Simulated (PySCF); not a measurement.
SnFI, SMILES [Sn]([I])[F] (connectivity only; charge and spin as stated), neutral, multiplicity 1. Atoms are numbered in the order given.

```xyz
3

Sn    -0.3334     1.2468     0.0000
F      1.5436     1.7920     0.0000
I      0.0524    -1.4805     0.0000
```
Charge 0, spin multiplicity 1.

Geometry: B3LYP-D3(BJ)/def2-TZVP. The def2 effective core potentials stand for the cores of I, Sn; spin–orbit coupling is left out.

Calculation: B3LYP/def2-TZVPD in PySCF.

Gas-phase values at a fixed geometry.

Computed frontier levels, gap, dipole moment and polarisability:
The highest occupied level is -7.37 eV and the lowest empty level is -3.39 eV. The orbital gap comes out as 3.97 eV and the dipole moment comes out as 3.31 D. The quadrupole, principal values (traceless, Buckingham form, about the centre of nuclear charge) comes out as -11.73, 5.41, 6.32 D·Å and the mean static polarisability comes out as 81.2 bohr³ (12.03 Å³). The polarisability, principal values is 61.2, 67.1, 115.1 bohr³.
